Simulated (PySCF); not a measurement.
Ligands exchanged one at a time, Ge F-OH. Gas-phase values, no solvent. One relaxed conformer stands for each flexible species; it need not be the lowest. Strings in code marks are SMILES.

Computed with PBE-D3(BJ)/def2-TZVP // r2SCAN-D4/def2-TZVP (PySCF 2.14.0). Excitations are Tamm–Dancoff values on a coarser integration grid. The basis has no diffuse functions, so Rydberg states are missing or too high.

```
species                                                                                           S1–T1 gap (TDA) (eV)  brightest of the four lowest singlets (TDA) (eV)
------------------------------------------------------------------------------------------------  --------------------  ------------------------------------------------
0 of 4 F replaced by OH (`[F][Ge]([F])([F])[F]`)                                                                     –                                                 –
1 of 4 F replaced by OH (`[OH][Ge]([F])([F])[F]`)                                                                 0.48                                                 –
2 of 4 F replaced by OH (`[OH][Ge]([OH])([F])[F]` (H–O–Ge–F torsion -85°, F–Ge–O–H torsion 30°))                  0.38                                              7.87
3 of 4 F replaced by OH (`[OH][Ge]([OH])([OH])[F]`)                                                               0.35                                              7.58
4 of 4 F replaced by OH (`[OH][Ge]([OH])([OH])[OH]`)                                                              0.31                                              6.77
```
